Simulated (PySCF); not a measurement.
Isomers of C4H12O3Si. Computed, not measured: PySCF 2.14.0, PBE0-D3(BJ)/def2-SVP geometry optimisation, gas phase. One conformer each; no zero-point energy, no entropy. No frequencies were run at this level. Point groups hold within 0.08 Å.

**Question.** Order them by energy at this level, lowest first, and give relative energies in kcal/mol.
A. `[CH3:1][O:2][Si:3]([CH3:4])([O:5][CH3:6])[O:7][CH3:8]` with C1–O2–Si3–C4 73°, O2–Si3–O5–C6 -52°, O2–Si3–O7–C8 -166°
B. `[CH3:1][O:2][CH2:3][SiH:4]([O:5][CH3:6])[O:7][CH3:8]` with C1–O2–C3–Si4 179°, O2–C3–Si4–O5 -63°, C3–Si4–O5–C6 71°, C3–Si4–O7–C8 173°

**Answer.** A (0.0), B (44.9).

```json
{"SMILES": "CO[Si](C)(OC)OC", "E (Eh)": "-674.00149", "E rel (kcal/mol)": "0.0", "dipole (D)": "1.40", "point group": "–", "A, B, C (MHz)": "1595, 1581, 1101"}
{"SMILES": "COC[SiH](OC)OC", "E (Eh)": "-673.92992", "E rel (kcal/mol)": "44.9", "dipole (D)": "0.69", "point group": "C1", "A, B, C (MHz)": "2505, 998.9, 752.0"}
```

**Question.** How do the relative energies change in single points at PBE0/pcSseg-1 (no added dispersion term) on the same geometries?

**Answer.** 
```tsv
SMILES	PBE0-D3(BJ)/def2-SVP (kcal/mol)	PBE0/pcSseg-1 (kcal/mol)	shift
CO[Si](C)(OC)OC	0.0	0.0	0.0
COC[SiH](OC)OC	44.9	44.9	0.0
```

Each column counts from its own lowest isomer. The order is unchanged; the largest shift is 0.0 kcal/mol.
